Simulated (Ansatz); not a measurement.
WSF₄, that is [WSF4]- with one electron fewer. The state is a triplet with charge 0. Geometry r2SCAN-D4/def2-SVPD, that of the charge -1 doublet; atoms count from 1.

Cartesian coordinates in Å:
```
W 0.042 -0.048 0.031
S 1.306 -1.514 0.986
F -1.031 -0.906 -1.328
F 0.966 0.712 -1.486
F 0.356 1.688 0.819
F -1.639 0.068 0.977
```

In the def2 sets W takes a core potential; there is no spin–orbit coupling. At PBE0-D4/def2-TZVPD a singlet of charge 0 lies 2.85 eV below the triplet at the same geometry.

Question: Estimate the Mulliken populations from the PBE0/def2-TZVPD orbitals of Ansatz.

Answer: 
| atom | charge (e) | spin (α − β) | d electrons |
| --- | --- | --- | --- |
| W1 | 1.95 | 1.00 | 3.33 |
| S2 | -0.27 | 0.89 | – |
| F3 | -0.42 | 0.03 | – |
| F4 | -0.42 | 0.03 | – |
| F5 | -0.42 | 0.03 | – |
| F6 | -0.42 | 0.03 | – |
Mulliken values and Mayer orders depend strongly on the basis. With diffuse functions, as here, like atoms can get unlike values, and bond orders can come out too low or too high.

Question: Where does the spin sit?

Answer: Summed by element: W 1.00, S 0.89, F 0.11, of 2 unpaired in all. Largest on single atoms: W1 1.00, S2 0.89, F6 0.03.

Question: And the Mayer bond orders between bonded heavy atoms (over 0.3)?

Answer: W1–S2 1.10 (2.16 Å); W1–F3 0.83 (1.93 Å); W1–F4 0.83 (1.93 Å); W1–F5 0.83 (1.93 Å); W1–F6 0.83 (1.93 Å).
